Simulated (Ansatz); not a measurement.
`[OH][Ge][F]`, relaxed with RKS PBE0-D4/def2-TZVP in Ansatz from a PBE-D4/def2-SVP geometry. The force threshold is 0.005 eV/Å; the program also tests the step.

Charge 0, multiplicity 1.

Start:

```xyz
4

O    -0.478   -0.622    0.765
Ge    0.030    1.070    0.425
F     0.704    0.761   -1.201
H    -0.256   -1.209    0.010
```

```json
{"step": "1", "energy (eV)": "-61290.5006", "largest force (eV/Å)": "0.859", "largest move (Å)": "0.000"}
{"step": "2", "energy (eV)": "-61290.5180", "largest force (eV/Å)": "0.312", "largest move (Å)": "0.011"}
{"step": "3", "energy (eV)": "-61290.5224", "largest force (eV/Å)": "0.050", "largest move (Å)": "0.013"}
{"step": "4", "energy (eV)": "-61290.5227", "largest force (eV/Å)": "0.038", "largest move (Å)": "0.013"}
{"step": "5", "energy (eV)": "-61290.5231", "largest force (eV/Å)": "0.021", "largest move (Å)": "0.007"}
{"step": "6", "energy (eV)": "-61290.5233", "largest force (eV/Å)": "0.006", "largest move (Å)": "0.009"}
{"step": "7", "energy (eV)": "-61290.5233", "largest force (eV/Å)": "0.003", "largest move (Å)": "0.001"}
```

End:

```xyz
4

O    -0.466   -0.609    0.745
Ge    0.030    1.059    0.418
F     0.703    0.773   -1.191
H    -0.267   -1.222    0.028
```

Hardware: 2 threads of a server CPU on a shared host. Wall time 7 s, peak host memory 0.22 GiB.
